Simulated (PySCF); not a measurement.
**How methods differ on the excitation energy of Mg**

Mg [Ne] 3s2 (1S) → Mg [Ne] 3s1 3p1, s spin flipped, as a difference of total energies. All numbers are calculated (PySCF 2.14, no relativity, point nucleus, in aug-cc-pVTZ with one added diffuse shell each of s, p, d, f type (7s6p4d3f, 66 functions)). Correlated levels: valence: [Ne] frozen. The calculations carry no spin-orbit coupling.

```
           method  excitation energy (cm⁻¹)
              UHF                     24993
              LDA                     26724
              PBE                     25340
             PBE0                     25680
           r2SCAN                     23675
             MN15                     26549
           B2PLYP                     26666
        CAM-B3LYP                     27609
            B97-3                     27601
    MP2 (valence)                     26639
SCS-MP2 (valence)                     26968
```

The upper determinant mixes two multiplicities, so it lies between the two terms.
